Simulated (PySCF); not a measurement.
Br2GaHO, SMILES [OH][Ga]([Br])[Br].

Geometry optimised at PBE0-D3(BJ)/def2-SVP. The structure was generated by enumeration; whether it is a known compound was not checked. One conformer was computed; it need not be the lowest.

Calculation: PBE/def2-TZVP (PySCF).

Isolated molecule, no solvent.

- total energy: -7148.03129 hartree
- point group: Cs
- highest occupied level: -7.41 eV
- lowest empty level: -2.68 eV
- orbital gap: 4.73 eV
- dipole moment: 1.29 D
- quadrupole, principal values (traceless, Buckingham form, about the centre of nuclear charge): -7.45, 1.94, 5.51 D·Å
- mean static polarisability: 71.5 bohr³ (10.60 Å³)
- polarisability, principal values: 50.2, 70.6, 93.7 bohr³
